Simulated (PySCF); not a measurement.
**Solvent effects on NMR parameters**

Mapped SMILES: `[BH2:1][NH:2][CH2:3][CH3:4]`. Each H is labelled by its parent atom.

GIAO PBE0/pcSseg-1 in PySCF on one PBE0-D3(BJ)/def2-SVP conformer, non-relativistic, equivalent nuclei averaged. Solvents enter as an IEF-PCM continuum (benzene with ε = 2.3, chloroform with ε = 4.7) around the gas-phase geometry. Shifts are referred to BF3·OEt2, TMS computed in the same medium.

Gas phase, δ in ppm: B1 36.8, C3 48.2, C4 20.9, H(B1) 4.67, H(N2) 4.53, H(C3) 3.17, H(C4) 1.14. Dipole moment 2.19 D.

Question: How does each δ change in the continuum?

Answer: 
```tsv
atoms	environment	Δδ, benzene	Δδ, chloroform
B1	boron bonded to N, 2 H	-0.5	-0.8
C3	sp3 CH2 bonded to N	+0.4	+0.7
C4	methyl carbon	+0.3	+0.3
H(B1)	hydrogen on a boron bonded to N	-0.09	-0.15
H(N2)	hydrogen on a nitrogen bonded to C, B	+0.35	+0.56
H(C3)	hydrogen on an sp3 CH2 bonded to N	+0.03	+0.05
H(C4)	hydrogen on a methyl carbon	+0.02	+0.03
```

Changes are relative to the gas phase. The dipole moment becomes 2.45 D in benzene, 2.61 D in chloroform.

Question: Which nuclei move most (in ppm), and what does the model miss?

Answer: B1 (boron bonded to N, 2 H, -0.8 ppm) in chloroform. A continuum only polarises the solute; specific hydrogen bonds, the anisotropy of aromatic solvents and changes of geometry or conformer are outside it.
